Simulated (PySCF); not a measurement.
B(H)(Cl)(NMe2) (C₂H₇BClN), SMILES CN(C)BCl.

The structure is a stationary point at B3LYP-D3(BJ)/def2-SVP. This is a generated structure with no PubChem entry under its InChIKey; it may be hypothetical. One conformer was computed; it need not be the lowest.

Level of theory: PySCF with M06-2X/def2-TZVP.

The molecule is in vacuum.

Computed frontier levels, gap, dipole moment and polarisability:
```json
{
  "highest_occupied_level": "-8.72 eV",
  "lowest_empty_level": "0.97 eV",
  "orbital_gap": "9.68 eV",
  "dipole_moment": "2.87 D",
  "quadrupole, principal values (traceless, Buckingham form, about the centre of nuclear charge)": "-1.08, -0.77, 1.85 D·Å",
  "mean_static_polarisability": "59.8 bohr³ (8.86 Å³)",
  "polarisability_principal_values": "45.7, 58.6, 75.1 bohr³"
}
```
